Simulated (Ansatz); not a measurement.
Mulliken charges of `OC(=S)[TeH]` from B3LYP/def2-TZVPP in Ansatz (PBE0-D4/def2-TZVP geometry).

| atom | x (Å) | y (Å) | z (Å) | charge (e) |
| --- | --- | --- | --- | --- |
| O1 | 1.293 | -0.350 | -0.865 | -0.181 |
| C2 | 0.359 | -0.366 | 0.088 | 0.104 |
| S3 | 0.422 | -1.395 | 1.322 | -0.224 |
| Te4 | -1.178 | 1.091 | -0.212 | 0.106 |
| H5 | 1.120 | 0.321 | -1.538 | 0.192 |
| H6 | -1.974 | 0.635 | 1.158 | 0.003 |

Question: By hand: the dipole of these point charges (1 e Å = 4.8032 D).

Answer: Σ q r = (-0.207, 0.517, -0.445) e Å, of length 0.713 e Å = 3.42 D.

Question: How does the dipole of the full density compare? (Estimate.)

Answer: The calculation gave: (-0.205, 0.486, -0.407) e Å, 3.20 D; the point charges give 1.07 times that, at 1° from its direction.

Point charges leave out the atoms' own dipoles, such as those of lone pairs, and Mulliken's split depends on the basis, so the close match here is no proof of good charges.

B3LYP here is the variant with VWN-RPA as its local correlation; programs differ in this.
